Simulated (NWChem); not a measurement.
Molecule: C₆H₅F; SMILES Fc1ccccc1

All runs: NWChem. Geometry: optimised at PBE0/def2-SVP.

For level B3LYP/STO-3G:

```
Quantity                     Value
---------------------------  -----
highest occupied level (eV)  -4.44
orbital gap (eV)              6.82
dipole (D)                    0.28
```

Q: How do the values read with level B3LYP/def2-TZVP instead?

A: highest occupied level (eV): -6.96
orbital gap (eV): 6.23
dipole (D): 1.41
